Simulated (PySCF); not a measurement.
**B: excitation energy**

B [He] 2s2 2p1 (2P) → B [He] 2s2 3d1 (2D), as a difference of total energies. Computed with PySCF 2.14 in dyall-av3z (15s9p3d2f, 71 functions), with the non-relativistic Hamiltonian (point nucleus). Correlated levels: valence: 1s2 frozen; virtual orbitals above 40 to 60 times the deepest correlated orbital energy dropped. The calculations carry no spin-orbit coupling.

```tsv
method	excitation energy (cm⁻¹)	error (cm⁻¹)
UHF	62831	+8074
MP2 (valence)	63204	+8446
SCS-MP2 (valence)	63099	+8341
CCSD (valence)	64991	+10233
CCSD(T) (valence)	64259	+9501
```

Reference: 54758 cm⁻¹ (measured; NIST levels, between the centres of gravity of the two terms).

Errors of the correlated levels include the incompleteness of this basis and the frozen core.

The promoted electron is Rydberg-like, and one or two diffuse shells describe it only roughly, which tends to raise the upper state.

The coupled-cluster amplitudes are large for the upper state (T1 above 0.03 or a double amplitude above 0.15), so a single reference is strained.
